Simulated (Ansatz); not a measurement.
**Question.** Name a neutral molecule of C, Cl, F with size of the dipole moment (ωB97M-V/def2-TZVPP) between 0.55 and 0.85 D and HOMO energy (ωB97M-V/def2-TZVPP) between -11.60 and -11.30 eV (Ansatz, PBE0-D4/def2-TZVP geometry).

**Answer.** `FC(F)(F)C(Cl)(Cl)Cl` (0.66 D, -11.47 eV). Other molecules can fit too; these were computed, each in one conformer that needn't be the lowest.
